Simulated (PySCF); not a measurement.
## Working out the ionisation energy of Ge+

Ge+ [Ar] 3d10 4s2 4p1 (2P) → Ge(2+) [Ar] 3d10 4s2 (1S). All numbers are calculated (PySCF 2.14, the spin-free X2C one-electron Hamiltonian (Gaussian nucleus), in x2c-SVPall (5s4p3d, 32 functions)). Frozen: [Ar] 3d10. Energies in hartree (1 hartree = 27.21139 eV):

```csv
part,Ge+ (lower),Ge(2+) (upper)
UHF,-2096.413261,-2095.853375
CCSD correlation,-0.046882,-0.038385
(T),-0.000486,0.000000
```

**Question.** What does Hartree-Fock give?

**Answer.** (-2095.853375) − (-2096.413261) = 0.559886 hartree = 15.235 eV.

**Question.** What do CCSD and CCSD(T) give?

**Answer.** The CCSD correlation energies differ by 0.008497 hartree = 0.231 eV and the triples by 0.000486 hartree = 0.013 eV, so CCSD gives 15.466 eV and CCSD(T) 15.479 eV.

Measured between the centres of the two terms (NIST): 15.789 eV, so CCSD(T) (valence) is off by -0.310 eV.

A double-zeta basis recovers only part of the correlation energy.

What remains against the reference includes basis incompleteness, the frozen core and higher excitations.
